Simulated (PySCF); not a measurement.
Input for PySCF: R-BP86/6-31G* on H2Si2 (SMILES [Si]=[SiH2]), a point of a bond scan (R = 1.780 Å).

```python
from pyscf import gto, scf, dft, mp
from pyscf.data.elements import chemcore

mol = gto.M(
    atom='''
    Si   -0.95263844    0.06887490    0.17721402
    Si    1.20465812   -0.08709570   -0.22409583
    H    -1.95776478    1.45130534   -0.31996248
    H    -1.73803188   -0.96580912    0.89344517
    ''',
    basis='6-31g*',
    cart=True,
    charge=0, spin=0, verbose=3, max_memory=1800)
mf = dft.RKS(mol, xc='b88,p86')
mf.conv_tol = 1e-8
mf.max_cycle = 100
mf.kernel()
if not mf.converged:
    mf = mf.newton().run(mf.mo_coeff, mf.mo_occ)
```

Program output:

```
converged SCF energy = -580.08305657861
```

Self-consistency was reached.

Cost: very roughly 3 core-seconds.
